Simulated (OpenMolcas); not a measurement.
F3+, Cl3+, Br3+, I3+: ns² np² down the group

```json
{
  "Program": "OpenMolcas",
  "Method": "SS-CASPT2, IPEA 0.25 Eh, imaginary shift 0.1 Eh",
  "Basis": "ANO-RCC-VTZP",
  "Scalar Hamiltonian": "DKH2, point nucleus",
  "Spin-orbit coupling": "state interaction with AMFI integrals over the reference wave functions, term energies averaged over their components"
}
```

Active space for each ion: 4 electrons in 8 orbitals (s p s p); closed shells correlated by CASPT2: F3+ 1s; Cl3+ 2s 2p; Br3+ 3d; I3+ 4d.

Computed levels in cm-1 above ³P₀:

| Level | F3+ | Cl3+ | Br3+ | I3+ |
| --- | --- | --- | --- | --- |
| ³P₁ | 223 | 446 | 2320 | 5770 |
| ³P₂ | 650 | 1230 | 5100 | 9840 |
| ¹D₂ | 26000 | 14070 | 16260 | 20870 |
| ¹S₀ | 54100 | 31930 | 33160 | 36780 |
| weight of ³P in the lowest level (%) | 100 | 100 | 98 | 93 |

Measured, with the error of the calculation in %. Measured levels: F3+, Cl3+ from Moore, Atomic Energy Levels, vol. I, NSRDS-NBS 35 (1971 reprint of NBS Circular 467, 1949).

```
Level           F3+          Cl3+
  ³P₁    225 (-1.2)    491 (-9.2)
  ³P₂    613 (+6.0)   1341 (-8.3)
  ¹D₂  25241 (+3.0)  13766 (+2.2)
  ¹S₀  53544 (+1.0)  32550 (-1.9)
```

The fine-structure level ³P₂ changes by a factor of 15.1 from F3+ to I3+.

Without spin-orbit coupling ¹D lies 25560, 13190, 11780, 9430 cm-1 above ³P in that order; the difference to the level ¹D₂, of either sign, comes from spin-orbit coupling, which also lowers the zero.

CASPT2 does not keep the components of a term degenerate, so their means are used; among the terms shown or strongly mixed into the levels shown the widest spread is 78 cm-1 (5s² 5p² ¹D, I3+). Over all roots computed the reference weight is 0.84 to 0.99 in Cl3+, 0.86 to 0.99 in Br3+, 0.81 to 0.94 in I3+; the roots of lowest weight are the least certain, and an intruder state may touch them. Active for correlation alone: 3p 3s; no level in the range computed is led by a configuration that fills them, so any true level of that kind is missing (holds for F3+). Active for correlation alone: 4p 4s; no level in the range computed is led by a configuration that fills them, so any true level of that kind is missing (holds for Cl3+). The run also gave levels led by 4s² 4p 5p, which use shells meant for correlation; these and all levels above them are left out (holds for Br3+). Active for correlation alone: 6p 6s; no level in the range computed is led by a configuration that fills them, so any true level of that kind is missing (holds for I3+). Measured partners are found by configuration, term and J. A level has none where our copy of the source lacks it or the pairing is in doubt (some pairs that miss far off the trend of their configuration count as doubtful), and it then counts in no deviation. Levels of configurations outside the active space are missing.
